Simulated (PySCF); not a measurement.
Electron correlation in Cd²⁺ (cadmium, charge +2)

[Kr] 4d10, closed-shell 1S. All numbers are calculated (PySCF 2.14, scalar relativity through the core potential, in def2-QZVPPD with the def2 core potential (28 electrons) (7s5p4d4f2g, 88 functions)). Frozen: 4s2 4p6; 10 electrons correlated.

```
  level  correlation energy (mhartree)
   CCSD                        -356.36
    (T)                         -10.80
CCSD(T)                        -367.16
```

Diagnostics: T1 = 0.00094, D1 = 0.0013, largest double amplitude 0.017.

Cost of the coupled-cluster step: about 10 core-seconds, for 10 correlated electrons.

Iterations:

```
CC2 = 0
CCSD nocc = 5, nmo = 84
frozen orbitals [0, 1, 2, 3]
max_cycle = 100
direct = 0
conv_tol = 1e-08
conv_tol_normt = 1e-06
diis_space = 8
diis_start_cycle = 0
Init t2, MP2 energy = -166.424113321943  E_corr(MP2) -0.38153792531878
Init E_corr(CCSD) = -0.38153792532137
cycle = 1  E_corr(CCSD) = -0.353087008117173  dE = 0.0284509172  norm(t1,t2) = 0.0126588
cycle = 2  E_corr(CCSD) = -0.356560039716805  dE = -0.0034730316  norm(t1,t2) = 0.00246015
cycle = 3  E_corr(CCSD) = -0.356307571859004  dE = 0.000252467858  norm(t1,t2) = 0.000424117
cycle = 4  E_corr(CCSD) = -0.356350092304323  dE = -4.25204453e-05  norm(t1,t2) = 0.000139314
cycle = 5  E_corr(CCSD) = -0.356358829125588  dE = -8.73682127e-06  norm(t1,t2) = 1.99905e-05
cycle = 6  E_corr(CCSD) = -0.356356412680018  dE = 2.41644557e-06  norm(t1,t2) = 3.787e-06
cycle = 7  E_corr(CCSD) = -0.356356346326848  dE = 6.63531703e-08  norm(t1,t2) = 3.16984e-07
cycle = 8  E_corr(CCSD) = -0.35635636364261  dE = -1.73157614e-08  norm(t1,t2) = 4.95065e-08
cycle = 9  E_corr(CCSD) = -0.35635636364092  dE = 1.6890378e-12  norm(t1,t2) = 5.03095e-09
CCSD converged
E(CCSD) = -166.3989317602655  E_corr = -0.3563563636409205
CCSD(T) correction = -0.0108013793538843
```
